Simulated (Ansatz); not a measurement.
Total energies of CH6B2O2, SMILES `BOC(B)O`.

Z-matrix (Å, degrees):
```
C
O 1 1.528
O 1 1.353 2 113.8
B 1 1.556 2 67.9 3 -115.8
H 1 1.090 2 105.0 3 126.1
B 2 1.355 1 126.5 3 -15.2
H 3 0.963 1 110.6 2 87.8
H 4 1.192 1 119.6 2 -94.0
H 4 1.193 1 117.7 2 94.8
H 6 1.194 2 116.7 1 163.9
H 6 1.197 2 119.8 1 -18.7
```

The species carries charge 0 and has multiplicity 1. The geometry is a stationary point of PBE0-D4/def2-TZVP. It is one conformer, not always the lowest. Basis def2-TZVPP, Ansatz 0.2.0.

RPA on PBE orbitals: Hartree–Fock energy of these orbitals -240.47846 Eh, correlation -1.39960 Eh (frozen core).

| functional | kind | energy without D4 (Eh) | D4 term (kJ/mol) |
| --- | --- | --- | --- |
| PBE | GGA | -241.63778 | -18.0 |
| BLYP | GGA | -241.86867 | -40.7 |
| r2SCAN | meta-GGA | -241.80661 | -4.5 |
| B3LYP | global hybrid, 20 % | -241.95918 | -28.9 |
| r2SCANh | meta-GGA hybrid, 10 % | -241.79454 | -4.7 |
| r2SCAN0 | meta-GGA hybrid, 25 % | -241.77761 | -5.1 |
| BHLYP | global hybrid, 50 % | -241.81926 | -20.1 |
| LC-ωPBE | long-range corrected hybrid | -241.78650 | – |
| ωB97X-V | range-separated hybrid GGA with VV10 | -241.87051 | – |
| ωB97M-V | range-separated hybrid meta-GGA with VV10 | -241.84734 | – |

Q: Give the same for LDA (SPW92), revPBE, B97M-V, PBE0, HSE06 (plane-wave form), CAM-B3LYP, B2PLYP, PBE-QIDH. (Estimate.)

A: The calculation gave: 
| functional | kind | energy without D4 (Eh) | D4 term (kJ/mol) |
| --- | --- | --- | --- |
| LDA (SPW92) | LDA | -239.90763 | – |
| revPBE | GGA | -241.86255 | -62.0 |
| B97M-V | meta-GGA with VV10 | -241.91497 | – |
| PBE0 | global hybrid, 25 % exact exchange | -241.65657 | -15.0 |
| HSE06 (plane-wave form) | screened hybrid | -241.64360 | -13.8 |
| CAM-B3LYP | range-separated hybrid | -241.84003 | -15.0 |
| B2PLYP | double hybrid | -241.75527 | – |
| PBE-QIDH | double hybrid | -241.62266 | – |

B3LYP takes the VWN-RPA correlation (the form of Gaussian; ORCA's B3LYP/G). HSE06 is the plane-wave form, built on full-range PBE exchange. The double hybrids freeze the cores in their second-order part.

LC-ωPBE has ω = 0.4 bohr⁻¹.
